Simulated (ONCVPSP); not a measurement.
Rb, ONCV: configuration errors across variants

* Element: rubidium
* Generator: ONCVPSP 4.0.1
* Type: optimised norm-conserving Vanderbilt (ONCV)
* Functional: PBE
* Relativity: non-relativistic
* Frozen core: [Ar] 3d10
* Valence charge: 9
* Reference configuration: 4s2 4p6 4d0.5 5s0.5
* Partial waves: 4s+5s: rc 2.15 bohr, ncon 4, nbas 8, qcut 5.3 1/bohr, 2 projectors; 4p: rc 2.00 bohr, ncon 4, nbas 7, qcut 7.9 1/bohr, 2 projectors, debl 1.5 Ha; 4d: rc 4.00 bohr, ncon 4, nbas 7, qcut 2.8 1/bohr, 2 projectors, debl 3.2 Ha
* Local potential: polynomial inside 1.75 bohr (lpopt 5, dvloc0 2 Ha)
* Core correction: Teter function fitted to the true core (icmod 2), fcfact 0.35

All-electron excitation energies from the reference (eV): (1) 4s2 4p6 4d0 5s0 3.012; (2) 4s2 4p6 4d0 5s0.5 0.482; (3) 4s2 4p6 4d0 5s0 5p1 0.381.

A true bound ghost makes a file unfit for plane-wave use even where its test errors are small: the radial tests pick states by their node count and pass the ghost by.

Errors AE − PS in meV (a dash: test not solved or not reliable):

| change | (1) | (2) | (3) | bound ghosts | GHOST(+) flags above zero |
| --- | --- | --- | --- | --- | --- |
| base | +1.9 | +0.9 | +1.5 | none | d |
| all radii but the core radius scaled by about 0.77 (s 1.66, p 1.54, d 3.08 bohr); local potential polynomial inside 1.34 bohr (lpopt 5, dvloc0 2 Ha) | +0.7 | +0.6 | +0.6 | none | s |
| all radii but the core radius scaled by about 0.88 (s 1.90, p 1.76, d 3.52 bohr); local potential polynomial inside 1.54 bohr (lpopt 5, dvloc0 2 Ha) | +1.1 | +0.7 | +0.9 | d | s |
| all radii but the core radius scaled by about 1.04 (s 2.22, p 2.08, d 4.14 bohr); local potential polynomial inside 1.82 bohr (lpopt 5, dvloc0 2 Ha) | +2.2 | +1.0 | +1.7 | none | d |
| all radii but the core radius scaled by about 1.12 (s 2.40, p 2.24, d 4.46 bohr); local potential polynomial inside 1.96 bohr (lpopt 5, dvloc0 2 Ha) | +2.9 | +1.2 | +2.1 | none | d |
| all radii but the core radius scaled by about 1.21 (s 2.60, p 2.42, d 4.86 bohr); local potential polynomial inside 2.12 bohr (lpopt 5, dvloc0 2 Ha) | +3.8 | +1.4 | +2.7 | none | d |
| all radii but the core radius scaled by about 1.33 (s 2.86, p 2.66, d 5.32 bohr); local potential polynomial inside 2.32 bohr (lpopt 5, dvloc0 2 Ha) | +5.0 | +1.6 | +3.6 | none | none |

Task: Give the same row for: all radii but the core radius scaled by about 0.96 (s 2.06, p 1.92, d 3.84 bohr); local potential polynomial inside 1.68 bohr (lpopt 5, dvloc0 2 Ha).

Result: +1.7, +0.8, +1.3; bound ghosts: none; GHOST(+) flags above zero: s.
